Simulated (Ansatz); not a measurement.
One change: `[NH2][Nb]([F])(=[S])[Cl]` becomes `[NH2][Nb](=[S])([Cl])[Cl]`.

Ansatz, PBE0-D4/def2-TZVP geometries, multiplicity 1. Each molecule was computed in one conformer, which needn't be the lowest.

Elements past krypton have def2 core potentials.

```json
{"property": "HOMO energy (PBE0/def2-TZVPP) / eV", "`[NH2][Nb]([F])(=[S])[Cl]`": "-8.04"}
{"property": "zero-point energy (PBE0-D4/def2-TZVP) / kJ/mol", "`[NH2][Nb]([F])(=[S])[Cl]`": "80.7"}
{"property": "LUMO energy (B3LYP/def2-TZVPP) / eV", "`[NH2][Nb]([F])(=[S])[Cl]`": "-2.78"}
{"property": "HOMO–LUMO gap (PBE/def2-TZVPP) / eV", "`[NH2][Nb]([F])(=[S])[Cl]`": "3.51"}
{"property": "HOMO energy (ωB97M-V/def2-TZVPP) / eV", "`[NH2][Nb]([F])(=[S])[Cl]`": "-10.14"}
{"property": "size of the dipole moment (ωB97M-V/def2-TZVPP) / D", "`[NH2][Nb]([F])(=[S])[Cl]`": "3.38"}
```

**Question.** Give the same properties after the change, and the shifts. (An estimate is asked.)

**Answer.** The calculation gave: 
```csv
property,`[NH2][Nb](=[S])([Cl])[Cl]`,shift
HOMO energy (PBE0/def2-TZVPP) / eV,-8.05,-0.01
zero-point energy (PBE0-D4/def2-TZVP) / kJ/mol,78.5,-2.2
LUMO energy (B3LYP/def2-TZVPP) / eV,-2.97,-0.19
HOMO–LUMO gap (PBE/def2-TZVPP) / eV,3.35,-0.16
HOMO energy (ωB97M-V/def2-TZVPP) / eV,-10.12,0.02
size of the dipole moment (ωB97M-V/def2-TZVPP) / D,3.32,-0.06
```

Dipoles are sizes alone; their direction can turn.

B3LYP here is the variant with VWN-RPA as its local correlation; programs differ in this.
